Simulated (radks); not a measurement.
Valence configurations of Ti+ (all share [Ar]). Calculated with a radial shooting solver on a logarithmic mesh with Libxc functionals: scalar-relativistic Kohn-Sham, PBE, spin-polarised, spherical densities, finite nucleus; open shells are filled with parallel spins first; Fermi nuclear charge, rms radius 3.5921 fm. Energies are relative to 3d2 4s1; eigenvalues in eV for spin up.

[
 {"valence": "3d2 4s1", "E (eV)": "0.000", "moment (Bohr magnetons)": "3", "e(3d)": "-12.107", "e(4p)": "-", "e(4s)": "-10.940"},
 {"valence": "3d2 4s0.5 4p0.5", "E (eV)": "1.953", "moment (Bohr magnetons)": "3", "e(3d)": "-12.637", "e(4p)": "-7.332", "e(4s)": "-11.247"},
 {"valence": "3d2.5 4p0.5", "E (eV)": "1.519", "moment (Bohr magnetons)": "3", "e(3d)": "-10.805", "e(4p)": "-6.733", "e(4s)": "-"},
 {"valence": "3d1 4s2", "E (eV)": "3.555", "moment (Bohr magnetons)": "1", "e(3d)": "-16.285", "e(4p)": "-", "e(4s)": "-12.058"},
 {"valence": "3d0.5 4s2 4p0.5", "E (eV)": "8.294", "moment (Bohr magnetons)": "1", "e(3d)": "-19.290", "e(4p)": "-8.789", "e(4s)": "-13.292"},
 {"valence": "3d1 4s1 4p1", "E (eV)": "6.752", "moment (Bohr magnetons)": "3", "e(3d)": "-17.428", "e(4p)": "-8.862", "e(4s)": "-13.251"},
 {"valence": "3d2 4p1", "E (eV)": "3.913", "moment (Bohr magnetons)": "3", "e(3d)": "-13.154", "e(4p)": "-7.623", "e(4s)": "-"},
 {"valence": "3d2.5 4s0.5", "E (eV)": "-0.326", "moment (Bohr magnetons)": "3", "e(3d)": "-10.283", "e(4p)": "-", "e(4s)": "-10.121"},
 {"valence": "3d3", "E (eV)": "-0.190", "moment (Bohr magnetons)": "3", "e(3d)": "-8.711", "e(4p)": "-", "e(4s)": "-"},
 {"valence": "3d1.5 4s1.5", "E (eV)": "1.568", "moment (Bohr magnetons)": "2", "e(3d)": "-14.090", "e(4p)": "-", "e(4s)": "-11.516"}
]

NIST lists [Ar] 3d2 4s1 as the ground configuration; this level of theory puts 3d2.5 4s0.5 lower, by 0.326 eV. The energies are those of spherical high-spin densities, not of single terms.
